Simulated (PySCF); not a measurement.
Ionisation energy of O⁺ by level of theory

O⁺ [He] 2s2 2p3 (4S) → O²⁺ [He] 2s2 2p2 (3P), as a difference of total energies. All numbers are calculated (PySCF 2.14, the spin-free X2C one-electron Hamiltonian (Gaussian nucleus), in aug-cc-pCVTZ-DK). Correlated levels: valence and next inner shell: nothing frozen. The calculations carry no spin-orbit coupling.

```tsv
method	ionisation energy (eV)
UHF	34.550
MP2 (valence and next inner shell)	35.223
SCS-MP2 (valence and next inner shell)	34.952
CCSD (valence and next inner shell)	35.048
CCSD(T) (valence and next inner shell)	35.056
```

**Question.** How much does correlation contribute at CCSD(T) (valence and next inner shell)?

**Answer.** 35.056 − (34.550) = 0.506 eV, measured against UHF.

A first-order spin-orbit estimate (lowest level to lowest level, LS coupling) adds -0.027 eV.

Errors of the correlated levels include the incompleteness of this basis.

For comparison: 35.121 eV (measured; NIST Atomic Spectra Database, ionization energies).
